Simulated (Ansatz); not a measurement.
`CN1BC1[SiH3]` and `C[N]1[AlH][CH]1[SiH3]` differ in one element.

Ansatz, PBE0-D4/def2-TZVP geometries, multiplicity 1. 

| property | `CN1BC1[SiH3]` |
| --- | --- |
| LUMO energy (ωB97M-V/def2-TZVPP) / eV | 1.76 |
| zero-point energy (PBE0-D4/def2-TZVP) / kJ/mol | 255.2 |
| HOMO–LUMO gap (B3LYP/def2-TZVPP) / eV | 6.57 |
| HOMO energy (ωB97M-V/def2-TZVPP) / eV | -9.26 |
| HOMO energy (PBE/def2-TZVPP) / eV | -5.84 |
| LUMO energy (PBE0/def2-TZVPP) / eV | -0.02 |

Q: Give the same properties after the change, and the shifts. (An estimate is asked.)

A: Ansatz gave: 
```
                                      property  `C[N]1[AlH][CH]1[SiH3]`  shift
         LUMO energy (ωB97M-V/def2-TZVPP) / eV                     0.59  -1.17
zero-point energy (PBE0-D4/def2-TZVP) / kJ/mol                    238.7  -16.5
         HOMO–LUMO gap (B3LYP/def2-TZVPP) / eV                     4.66  -1.91
         HOMO energy (ωB97M-V/def2-TZVPP) / eV                    -8.24   1.02
             HOMO energy (PBE/def2-TZVPP) / eV                    -4.90   0.94
            LUMO energy (PBE0/def2-TZVPP) / eV                    -0.98  -0.96
```

With PBE0 the HOMO rises by 0.99 eV and the LUMO falls by 0.96 eV, so the gap narrows by about 1.95 eV. PBE moves the HOMO by 0.94 eV and ωB97M-V by 1.02 eV.

Positive LUMOs are unbound, so they and the gaps depend on the basis.

B3LYP here is the variant with VWN-RPA as its local correlation; programs differ in this.
